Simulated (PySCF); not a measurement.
hexachlorodisilane (Cl6Si2), SMILES Cl[Si]([Si](Cl)(Cl)Cl)(Cl)Cl. Atoms are numbered in the order given.

```xyz
8

Cl     1.6723    -0.9655     1.8419
Si     0.0000     0.0000     1.1617
Cl     0.0000     1.9310     1.8419
Cl    -1.6723    -0.9655     1.8419
Si     0.0000     0.0000    -1.1617
Cl     1.6723     0.9655    -1.8419
Cl     0.0000    -1.9310    -1.8419
Cl    -1.6723     0.9655    -1.8419
```

Geometry optimised at PBE0-D3(BJ)/def2-SVP. One conformer was computed; it need not be the lowest.

Computed with KT2/pcSseg-1 in PySCF.

GIAO shieldings, no solvent; atoms alike by connectivity are averaged. δ = σ(ref) − σ: ³⁵Cl against HCl (σ = 945.4 ppm); ²⁹Si against TMS (σ = 361.9 ppm), references at their B3LYP-D3(BJ)/def2-TZVP geometries, non-relativistic (without spin–orbit terms, shifts of atoms bonded to Cl or Br come out too high).

Problem. Estimate the chemical shifts. (Estimate from the structure and the level; the computed values follow.)

Solution. 
```
nucleus                         atoms  count  δ (ppm)
-------  ----------------------------  -----  -------
³⁵Cl     Cl1, Cl3, Cl4, Cl6, Cl7, Cl8      6    178.8
²⁹Si                         Si2, Si5      2     20.9
```
